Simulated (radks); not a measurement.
Polarisabilities and homonuclear dispersion coefficients (atomic units). Level of theory: non-relativistic Kohn-Sham, LDA (Slater exchange, Perdew-Wang correlation), spin-polarised, spherical densities, point nucleus; open shells are filled with parallel spins first (spin-orbit coupling, left out, can overturn this in heavy ions) (a radial shooting solver on a logarithmic mesh with Libxc functionals). Response by self-consistent Sternheimer equations with the Hartree and adiabatic LDA kernel. For heavy and open-shell atoms this level of theory can miss by tens of per cent. "Uncoupled" leaves out the induced potential. Quadrupole and octupole values are given only where no p, d or f shell is open. The Sternheimer factor gamma scales a distant field gradient at the nucleus by 1 - gamma.

| species | configuration | alpha1 (bohr^3) | alpha1, uncoupled | alpha2 (bohr^5) | alpha3 (bohr^7) | C6 | C8 | Sternheimer gamma | recommended alpha1 |
|---|---|---|---|---|---|---|---|---|---|
| Gd | [Xe] 4f7 5d1 6s2 | 168.3 | 339.5 | - | - | 2688 | - | - | 158 +/- 20 |
| Re | [Xe] 4f14 5d5 6s2 | 84.76 | 169.4 | - | - | 1020 | - | - | 62 +/- 3 |
| Xe | [Xe] | 28.79 | 47.85 | 237.5 | 3971 | 308.0 | 13280 | -159 | 27.32 +/- 0.2 |
| Ru+ | [Kr] 4d7 | 15.60 | 23.56 | - | - | 98.74 | - | - | - |
| He | [He] | 1.659 | 1.809 | 3.580 | 18.65 | 1.866 | 21.47 | 0.435 | 1.38375 +/- 2e-05 |
| Rh | [Kr] 4d8 5s1 | 59.14 | 95.95 | - | - | 518.1 | - | - | 66 +/- 10 |

Recommended values: Schwerdtfeger and Nagle, table of static dipole polarisabilities (2023 update), measured or computed.

Beside tabulated values, note that relativity, absent from the non-relativistic runs, is large for the heavy elements.
